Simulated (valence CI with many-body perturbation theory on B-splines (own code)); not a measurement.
## Valence orbitals of W25+

Method: configuration interaction combined with many-body perturbation theory (CI+MBPT): three valence electrons over a frozen Dirac-Fock core [Kr] 4d10, a basis of 8 s, 8 p, 9 d, 9 f, 6 g, 3 h, 2 i functions for each j, with the one-electron correlation potential Σ1, the two-electron term Σ2, the three-electron term Σ3, Breit, model QED; selected CI, second order for the rest (own B-spline code, finite nucleus).

No measured spectrum was set against this ion. As an estimate, terms of the open shell hold to a few per cent of their energy, and close levels can change places. Core correlation moves these levels by up to 48000 cm⁻¹, and in measured spectra 5 to 20 % of such shifts remained as error; rates that hang on mixing are uncertain with them.

These are the spectroscopic orbitals of the CI (the correlating ones are not listed), shaped by the core and the other valence electrons. h is the expectation value of the core's Dirac-Fock operator, without the valence repulsion; Σ1 is computed up to l = 3 at one energy for each symmetry, that of its lowest orbital but kept below the first core excitation, so for empty shells it is not the orbital's own correlation shift; Breit and QED include the response of the core.

```tsv
Orbital	h (hartree)	Σ1 (cm⁻¹)	Breit (cm⁻¹)	QED (cm⁻¹)	⟨r⟩ (bohr)
5s1/2	-27.152	-21733	3354	2790	0.8111
6s1/2	-16.829	-6775	1546	1285	1.312
7s1/2	-11.504	-3276	866	730	1.917
5p1/2	-25.524	-19498	5052	52.4	0.8375
6p1/2	-16.016	-6686	2517	27.0	1.345
7p1/2	-11.032	-3282	1421	15.8	1.969
5p3/2	-24.499	-16744	2845	286	0.8753
6p3/2	-15.512	-6101	1447	145	1.391
7p3/2	-10.744	-3061	905	83.9	2.023
5d3/2	-21.892	-14480	1819	-167	0.9166
6d3/2	-14.169	-5834	979	-86.9	1.460
7d3/2	-9.9594	-3060	580	-50.9	2.121
5d5/2	-21.682	-13872	1082	-66.6	0.9267
6d5/2	-14.062	-5638	579	-34.3	1.472
7d5/2	-9.8968	-2968	349	-19.9	2.135
4f5/2	-32.22	-30805	277	-491	0.4501
5f5/2	-18.623	-12382	274	-132	0.9703
4f7/2	-32.082	-30173	-1063	-377	0.4534
5f7/2	-18.574	-12234	-141	-96.6	0.9734
5g7/2	-16.161		-122	-29.7	0.9830
5g9/2	-16.155		-223	-21.2	0.9837
```

Among the shells of the start configuration 4f3, Σ1 is largest in size for 4f5/2, where it is 0.44 % of h.

Lowest root of each symmetry, sizes in configuration state functions:

| J | Parity | Roots | Reference | Variational | Second order | Change by selected CI (cm⁻¹) | Change by second order (cm⁻¹) |
| --- | --- | --- | --- | --- | --- | --- | --- |
| 1/2 | even | 3 | 23 | 4871 | 14181 | -5345 | -3 |
| 3/2 | even | 4 | 42 | 8092 | 26971 | -4178 | -3 |
| 5/2 | even | 4 | 55 | 9799 | 31330 | -4488 | -4 |
| 7/2 | even | 4 | 58 | 10313 | 49783 | -3751 | -3 |
| 9/2 | even | 4 | 53 | 10118 | 44274 | -4185 | -3 |
| 11/2 | even | 3 | 41 | 8496 | 29156 | -3881 | -4 |
| 13/2 | even | 2 | 30 | 6193 | 13543 | -3815 | -3 |
| 1/2 | odd | 3 | 31 | 4801 | 4946 | -5006 | -1 |
| 3/2 | odd | 7 | 57 | 8398 | 16275 | -3804 | -1 |
| 5/2 | odd | 8 | 70 | 10696 | 26530 | -3584 | -1 |
| 7/2 | odd | 8 | 72 | 11374 | 33573 | -3512 | -1 |
| 9/2 | odd | 8 | 62 | 10730 | 22163 | -2464 | -1 |
| 11/2 | odd | 6 | 46 | 9402 | 24518 | -2289 | -1 |
| 13/2 | odd | 4 | 27 | 7955 | 18037 | -2307 | -1 |
| 15/2 | odd | 3 | 16 | 4978 | 1258 | -2421 | -1 |
| 17/2 | odd | 1 | 6 | 2935 | 1223 | -3444 | -1 |
